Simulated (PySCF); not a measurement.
hydrogen atom (H), doublet.

Input for PySCF:
```python
from pyscf import gto, scf, dft

mol = gto.Mole()
mol.atom = '''
    H     0.000000    0.000000    0.000000
'''
mol.basis = 'def2-svp'
mol.charge = 0
mol.spin = 1
mol.verbose = 4
mol.build()

mf = dft.UKS(mol)
mf.xc = 'pbe'
mf.kernel()
mf.analyze()
```

### Question
What does this run give for the HOMO energy, number of basis functions, total energy, dipole moment, <S^2>?

### Answer

```yaml
HOMO energy: -7.48 eV
number_of_basis_functions: 5
total_energy: -0.4986 Eh
dipole_moment: 0.00 D
"<S^2>": 0.750
```

These values belong to the state on which the SCF converged, which isn't shown to be the lowest.
